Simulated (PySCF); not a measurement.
## Relaxation of triplet Sr2S

Level of theory: UPBE0/[S def2-TZVP, Sr def2-TZVP with ECP28], scalar-relativistic core potentials, density fitting, no spin–orbit coupling, PySCF. A (50,194) grid was used.

A hand-made bent start, of C2v symmetry, held to at least that symmetry:

```xyz
3
charge 0 multiplicity 3, angstrom
S     0.0000    0.0000   -1.3977
Sr    2.3592    0.0000    0.2542
Sr   -2.3592    0.0000    0.2542
```

**Question.** What forces act on the atoms at the start (eV/Å)?

**Answer.** 
```
atom     Fx    Fy     Fz
  S1   0.00  0.00   1.50
 Sr2  -1.01  0.00  -0.75
 Sr3   1.01  0.00  -0.75
```

**Question.** What does it relax to?

**Answer.** It ends at C2v with S–Sr 2.628 Å (×2); Sr–S–Sr 161.1° (after a last refinement on a finer grid). A frequency run shows a minimum.

**Question.** How much energy is released, and in how many steps?

**Answer.** 40.1 kJ/mol in 9 steps.

At this level a broken-symmetry Ms = 0 minimum of C2v symmetry lies 12 kJ/mol below this structure.

The relaxation took of the order of 60 core-seconds on a shared host.
